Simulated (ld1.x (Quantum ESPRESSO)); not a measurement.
I (Z = 53) RRKJ: all-electron and pseudo phase curves

| Property | Result |
| --- | --- |
| Element | iodine |
| Generator | ld1.x (Quantum ESPRESSO) 7.5 |
| Type | norm-conserving RRKJ (Kleinman–Bylander form) |
| Functional | PW91 |
| Relativity | scalar-relativistic |
| Frozen core | [Kr] |
| Valence charge | 17 |
| Reference configuration | 4d10 5s1.5 5p5.5 |
| Partial waves | 5p (bound): rc 1.75 bohr; 4d (bound): rc 1.15 bohr; 4f channel at 0.25 Ry: rc 1.50 bohr; 5s (bound): rc 1.40 bohr |
| Local potential | the s channel |
| Core correction | Bessel-smoothed model core, default radius (core density twice the valence density) |
| rho0 | 0.005 |

The phase is arctan(r·u′/u) with u = r·R(r), unwrapped; energies in Ry, scanned from -6 to 5 Ry. A pole is an energy at which the radial function vanishes at the test radius. The pseudo phase is shifted by a multiple of π to meet the all-electron one at the reference energy, and phase errors are pseudo minus all-electron; the curves can meet again beyond the range given. Levels narrower than the energy grid can be missing from the lists of poles.

| channel | radius (bohr) | reference energy (Ry) | poles, all-electron | poles, pseudo | unbroken range about the reference energy with phases within 0.05 rad | phase error 1 Ry above the reference energy (rad) |
| --- | --- | --- | --- | --- | --- | --- |
| s | 1.89 | -1.31 | 2.88 | 1.75 | below 1.3 | -0.012 |
| p | 1.89 | -0.54 | none | 4.96 | the whole range | -0.004 |
| d | 1.89 | -3.75 | -3.48 | -3.48 | below -0.1 | +0.007 |
| f | 1.89 | 0.25 | 2.96 | 3.31 | below 1.3 | +0.038 |

Phases in the d channel:

```
E (Ry)  all-electron  pseudo
 -6.00         1.316   1.319
 -5.48         1.289   1.293
 -4.96         1.241   1.247
 -4.44         1.112   1.121
 -3.92        -0.478  -0.466
 -3.40        -1.610  -1.607
 -2.88        -1.726  -1.720
 -2.36        -1.780  -1.770
 -1.84        -1.820  -1.806
 -1.32        -1.859  -1.839
 -0.80        -1.901  -1.873
 -0.28        -1.953  -1.911
  0.24        -2.021  -1.958
  0.76        -2.118  -2.017
  1.28        -2.267  -2.096
  1.80        -2.519  -2.210
  2.32        -2.947  -2.381
  2.84        -3.506  -2.649
  3.36        -3.945  -3.047
  3.88        -4.205  -3.505
  4.40        -4.358  -3.872
  4.92        -4.455  -4.112
```
